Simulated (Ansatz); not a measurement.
Ansatz (a quantum-chemistry and plane-wave program) input (HF/6-31G* with LANL2DZ past Ar): The .json file joins the Basis Set Exchange's 6-31G* for atoms up to Ar and LANL2DZ past it.

Ansatz 0.2 input:
```yaml
crystal:
  periodic: [false, false, false]
  atoms:
    - {symbol: Br, position_ang: [2.08193909, -0.39334649, -0.31337527]}
    - {symbol: Ge, position_ang: [-0.01238502, 0.84632697, 0.72369824]}
    - {symbol: Br, position_ang: [-2.07012717, -0.43542433, -0.33522390]}
    - {symbol: H, position_ang: [-0.01709667, 1.92451557, -0.45737241]}
basis:
  gaussian:
    orbitals: 6-31Gs+LANL2DZ.json
hamiltonian:
  xc: {name: HF}
total_charge: -1
phonons: {temperatures: {t_min: 298.15, t_max: 298.15, t_step: 100}}
```

Output:

```
Functional definition: HF
integrals: 0.00 GiB planned
459 factors; integrals over basis functions are off by at most 2.3e-4 eV
mean field: 0.05 GiB planned
mean field evaluation 1: about -821.6624 eV, gradient 7.7e0 eV
mean field evaluation 2: about -821.6644 eV, gradient 7.7e0 eV
mean field evaluation 4: about -822.0333 eV, gradient 4.5e-1 eV
mean field evaluation 8: about -822.0355 eV, gradient 3.0e-4 eV
mean field -822.03551935 eV, -30.2092481404 hartree, gradient 2.5e-5 eV, S^2 0.000000; 0 other end points of the search recorded, 0 dependent functions left out
the calculation of the forces begins
reference -822.03551935 eV, -30.2092481404 hartree; 10, 10 occupied and 16, 16 virtual orbitals, 459 factors
these checks for a lower state are left out or cut short: stability, starts, cluster_reference, orbital_swaps, neighbouring_geometries, increment
integrals: 0.00 GiB planned
459 factors; integrals over basis functions are off by at most 2.3e-4 eV
mean field: 0.05 GiB planned
mean field evaluation 16: about -822.0355 eV, gradient 2.4e-6 eV
mean field -822.03550959 eV, -30.2092477819 hartree, gradient 2.4e-6 eV, S^2 0.000000; 0 other end points of the search recorded, 0 dependent functions left out
the calculation of the forces begins
reference -822.03550959 eV, -30.2092477819 hartree; 10, 10 occupied and 16, 16 virtual orbitals, 459 factors
these checks for a lower state are left out or cut short: stability, starts, cluster_reference, orbital_swaps, neighbouring_geometries, increment
integrals: 0.00 GiB planned
459 factors; integrals over basis functions are off by at most 2.3e-4 eV
mean field: 0.05 GiB planned
mean field -822.03550838 eV, -30.2092477374 hartree, gradient 2.9e-6 eV, S^2 0.000000; 0 other end points of the search recorded, 0 dependent functions left out
the calculation of the forces begins
reference -822.03550838 eV, -30.2092477374 hartree; 10, 10 occupied and 16, 16 virtual orbitals, 459 factors
these checks for a lower state are left out or cut short: stability, starts, cluster_reference, orbital_swaps, neighbouring_geometries, increment
integrals: 0.00 GiB planned
459 factors; integrals over basis functions are off by at most 2.3e-4 eV
mean field: 0.05 GiB planned
mean field -822.03551387 eV, -30.2092479391 hartree, gradient 1.7e-6 eV, S^2 0.000000; 0 other end points of the search recorded, 0 dependent functions left out
the calculation of the forces begins
reference -822.03551387 eV, -30.2092479391 hartree; 10, 10 occupied and 16, 16 virtual orbitals, 459 factors
these checks for a lower state are left out or cut short: stability, starts, cluster_reference, orbital_swaps, neighbouring_geometries, increment
integrals: 0.00 GiB planned
459 factors; integrals over basis functions are off by at most 2.3e-4 eV
mean field: 0.05 GiB planned
mean field evaluation 32: about -822.0355 eV, gradient 1.1e-5 eV
mean field -822.03551392 eV, -30.2092479409 hartree, gradient 1.2e-6 eV, S^2 0.000000; 0 other end points of the search recorded, 0 dependent functions left out
the calculation of the forces begins
reference -822.03551392 eV, -30.2092479409 hartree; 10, 10 occupied and 16, 16 virtual orbitals, 459 factors
these checks for a lower state are left out or cut short: stability, starts, cluster_reference, orbital_swaps, neighbouring_geometries, increment
integrals: 0.00 GiB planned
459 factors; integrals over basis functions are off by at most 2.3e-4 eV
mean field: 0.05 GiB planned
mean field -822.03551530 eV, -30.2092479916 hartree, gradient 1.5e-6 eV, S^2 0.000000; 0 other end points of the search recorded, 0 dependent functions left out
the calculation of the forces begins
reference -822.03551530 eV, -30.2092479916 hartree; 10, 10 occupied and 16, 16 virtual orbitals, 459 factors
these checks for a lower state are left out or cut short: stability, starts, cluster_reference, orbital_swaps, neighbouring_geometries, increment
integrals: 0.00 GiB planned
459 factors; integrals over basis functions are off by at most 2.3e-4 eV
mean field: 0.05 GiB planned
mean field -822.03551574 eV, -30.2092480079 hartree, gradient 1.1e-6 eV, S^2 0.000000; 0 other end points of the search recorded, 0 dependent functions left out
the calculation of the forces begins
reference -822.03551574 eV, -30.2092480079 hartree; 10, 10 occupied and 16, 16 virtual orbitals, 459 factors
these checks for a lower state are left out or cut short: stability, starts, cluster_reference, orbital_swaps, neighbouring_geometries, increment
integrals: 0.00 GiB planned
459 factors; integrals over basis functions are off by at most 2.3e-4 eV
mean field: 0.05 GiB planned
mean field -822.03548893 eV, -30.2092470226 hartree, gradient 1.2e-6 eV, S^2 0.000000; 0 other end points of the search recorded, 0 dependent functions left out
the calculation of the forces begins
reference -822.03548893 eV, -30.2092470226 hartree; 10, 10 occupied and 16, 16 virtual orbitals, 459 factors
these checks for a lower state are left out or cut short: stability, starts, cluster_reference, orbital_swaps, neighbouring_geometries, increment
integrals: 0.00 GiB planned
459 factors; integrals over basis functions are off by at most 2.3e-4 eV
mean field: 0.05 GiB planned
mean field -822.03548976 eV, -30.2092470529 hartree, gradient 1.2e-6 eV, S^2 0.000000; 0 other end points of the search recorded, 0 dependent functions left out
the calculation of the forces begins
reference -822.03548976 eV, -30.2092470529 hartree; 10, 10 occupied and 16, 16 virtual orbitals, 459 factors
these checks for a lower state are left out or cut short: stability, starts, cluster_reference, orbital_swaps, neighbouring_geometries, increment
integrals: 0.00 GiB planned
459 factors; integrals over basis functions are off by at most 2.3e-4 eV
mean field: 0.05 GiB planned
mean field evaluation 64: about -822.0336 eV, gradient 1.9e-1 eV
mean field -822.03548775 eV, -30.2092469791 hartree, gradient 1.7e-6 eV, S^2 0.000000; 0 other end points of the search recorded, 0 dependent functions left out
the calculation of the forces begins
reference -822.03548775 eV, -30.2092469791 hartree; 10, 10 occupied and 16, 16 virtual orbitals, 459 factors
these checks for a lower state are left out or cut short: stability, starts, cluster_reference, orbital_swaps, neighbouring_geometries, increment
integrals: 0.00 GiB planned
459 factors; integrals over basis functions are off by at most 2.3e-4 eV
mean field: 0.05 GiB planned
mean field -822.03548853 eV, -30.2092470080 hartree, gradient 1.7e-6 eV, S^2 0.000000; 0 other end points of the search recorded, 0 dependent functions left out
the calculation of the forces begins
reference -822.03548853 eV, -30.2092470080 hartree; 10, 10 occupied and 16, 16 virtual orbitals, 459 factors
these checks for a lower state are left out or cut short: stability, starts, cluster_reference, orbital_swaps, neighbouring_geometries, increment
integrals: 0.00 GiB planned
459 factors; integrals over basis functions are off by at most 2.3e-4 eV
mean field: 0.05 GiB planned
mean field -822.03549945 eV, -30.2092474091 hartree, gradient 1.7e-6 eV, S^2 0.000000; 0 other end points of the search recorded, 0 dependent functions left out
the calculation of the forces begins
reference -822.03549945 eV, -30.2092474091 hartree; 10, 10 occupied and 16, 16 virtual orbitals, 459 factors
these checks for a lower state are left out or cut short: stability, starts, cluster_reference, orbital_swaps, neighbouring_geometries, increment
integrals: 0.00 GiB planned
459 factors; integrals over basis functions are off by at most 2.3e-4 eV
mean field: 0.05 GiB planned
mean field -822.03549875 eV, -30.2092473833 hartree, gradient 1.5e-6 eV, S^2 0.000000; 0 other end points of the search recorded, 0 dependent functions left out
the calculation of the forces begins
reference -822.03549875 eV, -30.2092473833 hartree; 10, 10 occupied and 16, 16 virtual orbitals, 459 factors
these checks for a lower state are left out or cut short: stability, starts, cluster_reference, orbital_swaps, neighbouring_geometries, increment
integrals: 0.00 GiB planned
459 factors; integrals over basis functions are off by at most 2.3e-4 eV
mean field: 0.05 GiB planned
mean field -822.03550351 eV, -30.2092475582 hartree, gradient 1.8e-6 eV, S^2 0.000000; 0 other end points of the search recorded, 0 dependent functions left out
the calculation of the forces begins
reference -822.03550351 eV, -30.2092475582 hartree; 10, 10 occupied and 16, 16 virtual orbitals, 459 factors
these checks for a lower state are left out or cut short: stability, starts, cluster_reference, orbital_swaps, neighbouring_geometries, increment
integrals: 0.00 GiB planned
459 factors; integrals over basis functions are off by at most 2.3e-4 eV
mean field: 0.05 GiB planned
mean field evaluation 96: about -822.0336 eV, gradient 1.5e-1 eV
mean field -822.03550342 eV, -30.2092475551 hartree, gradient 1.9e-6 eV, S^2 0.000000; 0 other end points of the search recorded, 0 dependent functions left out
the calculation of the forces begins
reference -822.03550342 eV, -30.2092475551 hartree; 10, 10 occupied and 16, 16 virtual orbitals, 459 factors
Total energy: -822.03551935 eV, -30.2092481404 hartree
Atom 0 at     2.081939    -0.393346    -0.313375 Å, force     0.000233    -0.000009    -0.000088 eV/Å
Atom 1 at    -0.012385     0.846327     0.723698 Å, force    -0.000003     0.000172     0.000203 eV/Å
Atom 2 at    -2.070127    -0.435424    -0.335224 Å, force    -0.000232    -0.000014    -0.000090 eV/Å
Atom 3 at    -0.017097     1.924516    -0.457372 Å, force     0.000002    -0.000150    -0.000025 eV/Å
Dipole moment:    -0.006613     0.448368     0.393125 e Å
Vibrations: 67.79 190.27 200.64 643.05 701.99 1912.29 cm⁻¹, zero-point energy 0.230365 eV
```

The blocks after the first are displaced geometries, from whose forces the wavenumbers follow.

The dipole moment of an ion depends on the origin.
